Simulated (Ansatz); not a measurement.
Geometry optimisation, Ansatz, RKS CAM-B3LYP-D4/6-31G.

The input (input.yaml):

```yaml
crystal:
  periodic: [false, false, false]
  atoms:
    - { symbol: B, position_ang: [0.0, 0.0, 0.0] }
    - { symbol: "N", position_ang: [0.0, 0.0, 1.55] }
    - { symbol: H, position_ang: [-0.877, -0.2713, 2.08] }
    - { symbol: H, position_ang: [0.877, 0.2713, 2.08] }
    - { symbol: C, position_ang: [1.3856, 0.0, -0.8] }
    - { symbol: H, position_ang: [1.7152, -1.0462, -0.9702] }
    - { symbol: H, position_ang: [1.2491, 0.508, -1.7774] }
    - { symbol: H, position_ang: [2.1552, 0.5381, -0.2082] }
    - { symbol: C, position_ang: [-1.3856, 0.0, -0.8] }
    - { symbol: H, position_ang: [-1.9458, -0.9305, -0.5708] }
    - { symbol: H, position_ang: [-1.9898, 0.8797, -0.4946] }
    - { symbol: H, position_ang: [-1.1839, 0.0508, -1.8903] }
basis:
  gaussian: { orbitals: "6-31G" }
hamiltonian:
  xc: cam_b3lyp
  dispersion: d4
relax:
  f_tol: 0.02
  max_steps: 40
```

Command:

```bash
$ ansatz run input.yaml --threads 1 --pin off --max-ram 2048MiB --backend cpu --events-out ev --progress --plain --runs-dir out
```

Question: Where does it end, and by what steps?

Answer: The run converged. The force dipped under the threshold on the way, but the program's further checks kept it going. Limits of this set-up: no polarisation functions. After 17 steps the energy has fallen by 0.661 eV; H12 moved furthest, 1.07 Å.

| step | energy less start (eV) | largest force component (eV/Å) | accepted |
| --- | --- | --- | --- |
| 0 | 0.0000 | 2.951 | yes |
| 1 | -0.5102 | 1.668 | yes |
| 2 | -0.5879 | 1.480 | yes |
| 3 | -0.6173 | 0.882 | yes |
| 4 | -0.6310 | 0.097 | yes |
| 5 | -0.6331 | 0.183 | yes |
| 6 | -0.6343 | 0.134 | yes |
| 7 | -0.6361 | 0.051 | yes |
| 8 | -0.6424 | 0.017 | yes |
| 9 | -0.6447 | 0.133 | yes |
| 10 | -0.6449 | 0.323 | yes |
| 11 | -0.6482 | 0.432 | yes |
| 12 | -0.6550 | 0.209 | yes |
| 13 | -0.6605 | 0.013 | yes |
| 14 | -0.6606 | 0.076 | yes |
| 15 | -0.6608 | 0.040 | yes |
| 16 | -0.6611 | 0.002 | yes |
| 17 | -0.6613 | 0.019 | yes |

```xyz
12
Properties=species:S:1:pos:R:3
B 0.001 -0.012 0.038
N 0.010 -0.113 1.438
H -0.829 -0.248 1.981
H 0.857 -0.055 1.984
C 1.362 0.192 -0.739
H 1.541 -0.646 -1.426
H 1.320 1.094 -1.365
H 2.236 0.279 -0.083
C -1.370 -0.108 -0.743
H -2.237 -0.275 -0.093
H -1.552 0.813 -1.314
H -1.340 -0.922 -1.480
```

Whether the end is a true minimum wasn't checked by a vibrational analysis.

Time of the run: 42 s on 1 thread of Arm Neoverse V2, with other jobs on the host, peak memory 0.14 GiB.
